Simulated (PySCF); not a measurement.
Computed shifts of a molecule CH₇ClFNSi₂, PBE/pcSseg-1 in PySCF, GIAO, gas phase, equivalent atoms averaged, in ppm (number of nuclei): ¹³C: 38.9 (1). ¹⁵N: 11.3 (1). ²⁹Si: 28.2 (1), -49.2 (1). ¹⁹F: -191.9 (1). ¹H: 6.46 (1), 5.45 (1), 5.06 (1), 3.06 (3), -0.68 (1). References: ¹³C against TMS (σ = 182.0 ppm); ¹⁵N against NH3 (σ = 267.0 ppm); ²⁹Si against TMS (σ = 335.4 ppm); ¹⁹F against CFCl3 (σ = 133.6 ppm); ³⁵Cl against HCl (σ = 936.5 ppm); ¹H against TMS (σ = 31.49 ppm), references at their B3LYP-D3(BJ)/def2-TZVP geometries, non-relativistic (without spin–orbit terms, shifts of atoms bonded to Cl or Br come out too high). Geometry: B3LYP-D3(BJ)/def2-SVP. One conformer was computed; it need not be the lowest.

Question: Which structure fits?
A) N[SiH2][C@H](F)[SiH2]Cl
B) CN[SiH2][Si@@H](F)Cl
C) CN([SiH2]F)[SiH2]Cl
D) F[Si@@H](Cl)CN[SiH3]

Answer: B, CN[SiH2][Si@@H](F)Cl
